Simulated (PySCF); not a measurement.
Vertical excitations of a molecule C2H7GaO from TDDFT-PBE/def2-SVPD (PySCF), as energy in eV (oscillator strength): 4.90 (0.002), 5.17 (0.071), 5.65 (0.000), 5.80 (0.011), 6.03 (0.015), 6.45 (0.000), 6.62 (0.003), 6.65 (0.022), 6.89 (0.083), 6.97 (0.127). Lowest triplet (TDA): 4.37 eV. Coordinates come from a r2SCAN-D4/def2-SVP optimisation. The values are those of a single conformer.

### Question
Which molecule gave these data?
A. CC[O][GaH2]
B. [CH3][Ga]([CH3])[OH]
C. C[O][GaH][CH3]

### Answer
C, C[O][GaH][CH3]
